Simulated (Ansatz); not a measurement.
Consider the isomerisation: `C[NH][SnH3]` → `N[CH2][SnH3]`.

Isolated molecules relaxed with PBE0-D4/def2-TZVP in Ansatz; ΔE leaves out vibrations. CCSD(T)/CBS is the MP2 limit (def2-TZVPP, def2-QZVPP) plus CCSD(T) − MP2 in def2-TZVPP, frozen cores. Functionals use def2-TZVPP. B3LYP here is the variant with VWN-RPA as its local correlation; programs differ in this. Elements past krypton have def2 core potentials. For Sn outer-core shells are correlated without core-valence functions, which leaves a few kJ/mol of doubt a bond. Each species was taken in one conformer, which may not be the lowest.

`C[NH][SnH3]`:

Cartesian coordinates in Å:
```
C -0.001 -0.986 1.098
N -0.698 0.089 0.417
Sn 0.132 0.859 -1.266
H -0.631 -1.407 1.888
H 0.201 -1.799 0.393
H 0.960 -0.705 1.555
H -0.981 0.808 1.070
H -0.864 2.156 -1.746
H 0.139 -0.413 -2.402
H 1.743 1.398 -1.007
```

`N[CH2][SnH3]`:

Cartesian coordinates in Å:
```
N 1.297 -0.508 0.783
C 0.457 0.599 0.356
Sn -1.294 -0.176 -0.638
H 1.664 -1.018 -0.010
H 2.093 -0.179 1.317
H 0.096 1.134 1.237
H 0.944 1.338 -0.295
H -0.783 -1.338 -1.787
H -2.137 1.072 -1.450
H -2.337 -0.924 0.487
```

| level | ΔE (kJ/mol) |
| --- | --- |
| B3LYP | 17.4 |
| MP2/CBS(def2) | 17.9 |

(1) What does CCSD(T)/CBS give? (An estimate is asked.)

(2) What do rigid-rotor, harmonic-oscillator terms from PBE0-D4/def2-TZVP frequencies (298.15 K, 1 bar) make of the CCSD(T)/CBS value? (Estimate.)

Largest T1 diagnostic among the species: 0.012.

Results:

(1) The calculation gave: +17.3 kJ/mol. The listed levels differ from it by 0.1, 0.6 kJ/mol.

(2) Ansatz gave: ΔZPE = +1.3 kJ/mol, ΔH = +18.5 kJ/mol, ΔS = -2 J/(mol·K), ΔG = +19.0 kJ/mol.

In def2-TZVPP, CCSD(T) changes the Hartree–Fock value by −7.0 kJ/mol (the triples alone add −0.1 kJ/mol) and MP2 by −6.4 kJ/mol. Leaving LDA and LC-ωPBE aside and taking each functional with its dispersion term where it has one, the values, not all of them listed here, spread over 7.7 kJ/mol, from HSE06-D4 to B97M-V. LDA lies −3.0 kJ/mol from PBE without D4.
